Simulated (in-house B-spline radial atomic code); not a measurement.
The numbers below are computed, except where a source is named.
# Extrapolating the RPA correlation energy in partial waves: In⁺

All-electron RPA on r2SCAN orbitals from an all-electron radial atomic-structure program (B-spline basis), scalar-relativistic (spin-free one-electron X2C), finite nucleus, configuration [Kr] 4d10 5s2. With empty states up to angular momentum L the sums are:

| L | E_c(L) (hartree) |
| --- | --- |
| 4 | -3.176812 |
| 5 | -3.431986 |
| 6 | -3.556887 |
| 7 | -3.623518 |

For large l each further wave adds A/(l + 1/2)⁴, because the basis must build the cusp where two electrons meet.

(1) Estimate the limit from L = 6 and L = 7.

(2) How good is the estimate?

Answers

(1) Wave 7 adds -0.066631, against a sum of (l + 1/2)⁻⁴ of 3.16049e-04, so A = -210.82. The sum over l > 7 is ζ(4, 8.5) = 6.4602e-04, close to 1/(3 × 8³) = 6.5104e-04. The tail is -0.136198 and the limit -3.75972 hartree.

(2) A run to L = 11 sums to -3.70354 and extrapolates to -3.73310 hartree, 2.34 millihartree from the run before, so it has not settled and is itself too deep. The estimate differs from that by -26.61 millihartree, while the bare sum at L = 7 misses 109.6 millihartree (2.9 %).
